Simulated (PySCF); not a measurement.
ClI, charge -1, doublet, at a GFN2-xTB geometry (a state made from the parent by changing its charge; the spin is typed, not shown lowest) (all electrons, no relativity) (in this run its highest filled SCF level lies above zero, so its values depend strongly on the basis, on diffuse functions most of all). Base run: PySCF with B3LYP/STO-3G.

Input for PySCF:
```python
from pyscf import gto, scf, dft

mol = gto.M(
    atom='''
Cl   -0.000000   -0.000000   -2.279688
I     0.000000    0.000000    0.731221
''',
    basis='sto-3g',
    charge=-1,
    spin=1,
    verbose=3,
)

mf = dft.UKS(mol)
mf.xc = 'b3lyp'
mf.kernel()
```

The base run was repeated with changes; each row names its change, and settings that it needs were set with it.

```
change            basis functions       E (Eh)   HOMO (eV)
----------------  ---------------  -----------  ----------
base                           36  -7307.98731        2.77
basis = 3-21G          (withheld)   (withheld)  (withheld)
basis = 6-311G**               88  -7379.85541       -1.69
```

**Question.** What belongs in the gaps?

**Answer.** 
- basis = 3-21G, basis functions: 44
- basis = 3-21G, E (Eh): -7348.10771
- basis = 3-21G, HOMO (eV): -0.93

Totals compare only among sets that treat the same electrons; sets with core potentials leave the core out.

Open shells are given as the SCF converged; they aren't shown to be the lowest states, and a large step between rows can be another state.
